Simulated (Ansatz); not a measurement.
Coupled-cluster run, CH$_{7}$BGeOSi, SMILES `OB1C[SiH]1[GeH3]`.

```yaml
crystal:
  periodic: [false, false, false]
  atoms:
    - {symbol: O, position_ang: [-0.049034, 1.992144, 2.137783]}
    - {symbol: B, position_ang: [-0.053540, 0.882231, 1.390458]}
    - {symbol: C, position_ang: [0.668948, -0.479307, 1.372165]}
    - {symbol: Si, position_ang: [-0.732217, -0.375079, 0.051024]}
    - {symbol: Ge, position_ang: [0.017227, -0.463651, -2.189820]}
    - {symbol: H, position_ang: [-0.706368, 2.636135, 1.859432]}
    - {symbol: H, position_ang: [1.672287, -0.505314, 0.943481]}
    - {symbol: H, position_ang: [0.590892, -1.145323, 2.231182]}
    - {symbol: H, position_ang: [-1.948082, -1.182451, 0.337951]}
    - {symbol: H, position_ang: [1.365086, 0.273886, -2.281206]}
    - {symbol: H, position_ang: [0.225503, -1.910793, -2.672405]}
    - {symbol: H, position_ang: [-0.973902, 0.222224, -3.145845]}
basis:
  gaussian: {orbitals: def2-TZVPP}
correlation: {method: ccsd_t}
```

```sh
$ ansatz run in.yaml --threads 4 --pin off --events-out ev --progress --plain --max-ram 10444MiB
```

Log, shortened:

```
Functional definition: HF
1681 factors; integrals over basis functions are off by at most 1.0e-3 eV
mean field evaluation 1: about -68182.5378 eV, gradient 4.3e1 eV
mean field evaluation 2: about -68182.7728 eV, gradient 4.3e1 eV
mean field evaluation 4: about -68187.5061 eV, gradient 4.3e0 eV
mean field evaluation 8: about -68187.5982 eV, gradient 3.3e-1 eV
mean field evaluation 16: about -68187.5989 eV, gradient 1.7e-6 eV
mean field -68187.59885496 eV, -2505.8480387051 hartree, gradient 1.7e-6 eV, S^2 0.000000; 0 other end points of the search recorded, 0 dependent functions left out
17 core orbitals not correlated: weight in the atoms' cores, before any rotation towards them, 1.000 or more for the frozen orbitals, at most 0.000 for the correlated occupied ones
reference -68187.59885496 eV, -2505.8480387051 hartree; 19, 19 occupied and 245, 245 virtual orbitals, 1681 factors
second order -24.14800649 eV of doubles, -0.00000000 eV of singles
cycle   1  -24.50667011 eV  change   -3.6e-1 eV  update   1.2e-1
cycle   2  -25.22455928 eV  change   -7.2e-1 eV  update   3.6e-2
cycle   3  -25.35232145 eV  change   -1.3e-1 eV  update   1.9e-2
cycle   4  -25.33627165 eV  change    1.6e-2 eV  update   5.1e-3
cycle   5  -25.33455096 eV  change    1.7e-3 eV  update   2.5e-3
cycle   6  -25.33488978 eV  change   -3.4e-4 eV  update   7.7e-4
cycle   7  -25.33447437 eV  change    4.2e-4 eV  update   3.2e-4
cycle   8  -25.33449419 eV  change   -2.0e-5 eV  update   1.2e-4
cycle   9  -25.33456081 eV  change   -6.7e-5 eV  update   4.9e-5
cycle  10  -25.33455472 eV  change    6.1e-6 eV  update   1.9e-5
perturbative correction -1.03928031 eV, -0.0381928469 hartree
Total energy: -68213.97268998 eV, -2506.8172592655 hartree
```

Hardware: 4 threads of an Arm Neoverse N1 on a shared host. Wall time 9.8 min, peak host memory 8 GiB.

MP2 recovers 91.6 % of the CCSD(T) correlation energy and the triples give 3.9 %; T1 = 0.0136.
